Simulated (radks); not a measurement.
The numbers below are computed, except where a source is named.
Problem. These are the eigenvalues of the occupied orbitals of an atom or ion with whole-number occupations (hartree). Code: a radial shooting solver on a logarithmic mesh with Libxc functionals. Model: scalar-relativistic Kohn-Sham, LDA (Slater exchange, Perdew-Wang correlation), spin-polarised, spherical densities, point nucleus.

orbital  eigenvalue
1s up     -2477.642
1s down   -2477.471
2s up     -488.1494
2s down   -487.9941
2p up     -438.6017
2p down   -438.4256
3s up     -167.0172
3s down   -166.7431
3p up     -152.1371
3p down   -151.8569
3d up     -135.2172
3d down   -134.9624
4s up     -81.73644
4d up     -69.39759

Which element is it, and in what charge state? The configuration may be excited. Open shells, if any, are filled with parallel spins first.

Solution. Z = 72, hafnium, charge +43: Hf43+ in [Ne] 3s2 3p5 3d10 4s1 4d1. The list shows which subshells hold electrons but not how many an open one holds; the 1s level, -2477.6 hartree, gives Z - s = 70.4 by -(Z - s)^2/2, which with screening and relativity narrows Z to a few neighbours, and the depths of the outer levels then fix element, charge and occupations together.
